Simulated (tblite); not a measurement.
C₅H₅N₂S (doublet state).
SMILES with atom numbers: `[CH2:1]=[C:2][c:3]1[n:4][s:5][c:6]([CH3:7])[n:8]1` (hydrogens: H9, H10 on C1; H11, H12, H13 on C7)

Level: GFN2-xTB in tblite, geometry and Hessian alike; calculated harmonic values, unscaled, isolated species. Errors from tens to a few hundred cm⁻¹ against measured bands are possible. Open shells enter through the occupations alone, without spin polarisation, and single modes of such species can be off by tens of per cent.

Harmonic wavenumbers (cm⁻¹): 75.3, 108.6, 115.8, 214.9, 257.9, 277.3, 435.8, 489.8, 490.2, 525.5, 574.5, 593.2, 633.2, 860.8, 885.5, 923.1, 972.4, 1019.2, 1020.7, 1134.6, 1206.4, 1274.6, 1386.8, 1397.5, 1450.4, 1450.9, 1632.0, 1977.2, 3002.3, 3009.2, 3015.4, 3020.8, 3049.8.

A = 4021, B = 1218, C = 946.0 MHz; mass 125.017 u (most abundant isotopes); point group Cs, symmetry number 1; spin multiplicity 2.

Problem. Zero-point energy?

Solution. Half the sum of the wavenumbers: 19241 cm⁻¹ = 55.01 kcal/mol.

Problem. Entropy at 273.15 K, 1 bar (ideal gas, RRHO, classical rotation)?

Solution. Translation 39.97, rotation 28.37, vibration 18.83, spin (R ln 2) 1.38: S = 88.6 cal/(mol K).

Problem. And Cp and H(273.15 K) − H(0)?

Solution. Cp = 29.23 cal/(mol K), of which vibrations give 21.28 (their classical limit is 33 R = 65.6); H(273.15 K) − H(0) = 5.04 kcal/mol without the zero-point energy, 2.87 from vibrations.

Problem. Blend soft modes into free rotors: weight 1/[1 + (100 cm⁻¹/ν̃)⁴] for the oscillator and the rest for a rotor with moment μB/(μ + B), μ = h/(8π²ν), B = 10⁻⁴⁴ kg m². What vibrational entropy results?

Solution. 17.94 cal/(mol K) in place of 18.83, which changes −T·S at 273.15 K by +0.24 kcal/mol.

Problem. What must be added to the electronic energy to get the Gibbs energy at 273.15 K and 1 bar?

Solution. ZPE + [H(273.15 K) − H(0)] − T·S = 55.01 + 5.04 − 24.19 = 35.86 kcal/mol.

Problem. Which modes carry the vibrational entropy at 273.15 K?

Solution. 75.3 cm⁻¹: 3.84; 108.6 cm⁻¹: 3.12; 115.8 cm⁻¹: 3.00; 214.9 cm⁻¹: 1.84; 257.9 cm⁻¹: 1.52; 277.3 cm⁻¹: 1.40 cal/(mol K); the other 27 give 4.10 together.

Problem. How do the functions run with temperature in this model?

Solution. 
| T (K) | S (cal/(mol K)) | Cp (cal/(mol K)) | H − H(0) (kcal/mol) | G − H(0) (kcal/mol) | ln q(vib) |
| --- | --- | --- | --- | --- | --- |
| 100 | 67.0 | 15.7 | 1.13 | -5.57 | 0.95 |
| 200 | 80.3 | 23.7 | 3.10 | -12.97 | 2.79 |
| 300 | 91.4 | 31.2 | 5.85 | -21.56 | 4.71 |
| 500 | 110.3 | 43.1 | 13.36 | -41.79 | 8.56 |
| 800 | 133.2 | 53.9 | 28.07 | -78.45 | 13.96 |
| 1000 | 145.7 | 58.4 | 39.34 | -106.36 | 17.25 |

q(vib) and H(0) count from the zero-point level.

Hindered rotation and anharmonicity are outside this model.

Time: 0.3 s wall. Hardware: an Arm Neoverse V2 with one thread, shared host with 96 logical CPUs at a one-minute load of 57. This covers the Hessian and the dipole derivatives.
